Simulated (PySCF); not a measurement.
BrH₃PbSi, SMILES [Br][Pb][SiH3] (connectivity only; charge and spin as stated), neutral, multiplicity 1.

Geometry: PBE0-D3(BJ)/def2-SVP. The structure was generated by enumeration; whether it is a known compound was not checked. The def2 effective core potentials stand for the cores of Pb; spin–orbit coupling is left out.

These are PBE0-D3(BJ)/def2-SVP run with PySCF 2.14.0 values and carry that method's errors.

Frequencies are harmonic and unscaled.

```csv
mode,ν (cm⁻¹),IR (km/mol),moving atoms (share of kinetic energy)
1,66,0.8,"Si 48 %, Br 27 %, H 13 %, Pb 12 %"
2,77,0.1,H 98 %
3,211,24.0,"Br 72 %, Pb 27 %"
4,251,14.5,"Si 77 %, Pb 14 %, H 9 %"
5,340,9.8,H 92 %
6,417,5.9,"H 88 %, Si 11 %"
7,825,341.0,"H 91 %, Si 9 %"
8,922,42.5,H 97 %
9,934,35.5,H 97 %
10,2185,121.1,H 98 %
11,2203,79.1,H 96 %
12,2212,87.8,H 96 %
```
